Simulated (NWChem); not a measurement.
# Total energies of Br

```
Br
```
Charge 0, spin multiplicity 2.

Everything below was run with NWChem.

Basis set: 6-311G** (44 functions).

| method | total energy (Ha) |
|---|---|
| UHF | -2572.35254 |
| UMP2 | -2572.60418 |
| UB2PLYP | -2573.68928 |
| UPBE | -2573.68684 |
| UB3LYP | -2574.10540 |
| UBP86 | -2574.34827 |

Total energies of different functionals aren't comparable as a measure of quality: only differences taken within one method are. 

The Hamiltonian is non-relativistic. The correlated methods keep 9 core orbitals frozen. B3LYP has NWChem's definition, with VWN1-RPA local correlation. The Pople sets run with spherical d functions. No SCF solution was tested for a lower state. Open-shell Hartree-Fock references start from PBE0 orbitals.
